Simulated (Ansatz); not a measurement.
`[F][GeH2][NH][GeH3]` + H₂ → `[F][GeH3]` + `[NH2][GeH3]` at 600 K and 1 bar (hydrogenolysis of a Ge–N bond).

Computed with Ansatz on PBE0-D4/def2-TZVP structures; ΔE is electronic, products minus reactants. CBS: MP2 limit from def2 TZ/QZ plus the TZ coupled-cluster correction, frozen cores. This one scheme is used for every species. For Ge outer-core shells are correlated without core-valence functions, which leaves a few kJ/mol of doubt a bond. Scalar relativity is left out up to krypton. One conformer a species, not always the lowest.

| species | CCSD(T)/CBS energy (Eh) | H − E (kJ/mol) | S (J/(mol·K)) |
| --- | --- | --- | --- |
| `[F][GeH2][NH][GeH3]` | -4310.37685 | 215.8 | 464.5 |
| H₂ | -1.17544 | 43.9 | 150.8 |
| `[F][GeH3]` | -2177.72589 | 97.6 | 296.3 |
| `[NH2][GeH3]` | -2133.81884 | 167.5 | 333.3 |

H − E and S are ideal-gas, rigid-rotor, harmonic terms from PBE0-D4/def2-TZVP, for one conformer and one mirror image of each species. The MP2-based limit puts H₂ 0.8 mEh under its directly extrapolated value; such offsets cancel only in part. 1 Eh = 2625.50 kJ/mol, R = 8.31446 J/(mol·K).

Problem. By hand: ΔE, ΔH, ΔS and ΔG.

Solution. ΔE = (-2177.72589) + (-2133.81884) − (-4310.37685) − (-1.17544) = 0.00756 Eh = 19.8 kJ/mol. Δ(H − E) = 97.6 + 167.5 − 215.8 − 43.9 = 5.4, so ΔH = 25.2 kJ/mol. ΔS = 296.3 + 333.3 − 464.5 − 150.8 = 14.3 J/(mol·K). ΔG = 25.2 − 600 × (14.3)/1000 = 16.6 kJ/mol.

Problem. By hand: the equilibrium constant, and the temperature at which ΔG would vanish if ΔH and ΔS stayed fixed.

Solution. log₁₀ K = −ΔG/(RT ln 10) = -1.4. ΔG = 0 at ΔH/ΔS = 1762 K, though so small a ΔS makes that figure unsure.

TΔS isn't small against ΔH here. A doubt of 5 kJ/mol in ΔE shifts log₁₀ K by 0.4 here. Other conformers and mirror images would add mixing entropy, several J/(mol·K) or more a flexible species. Modes under 60 cm⁻¹, often nearly free rotors, make the harmonic entropy too high. These are equilibria of isolated gas molecules and say nothing of rates. Largest T1 diagnostic: 0.012 (customary marks: 0.02 for closed shells, 0.045 for open ones).
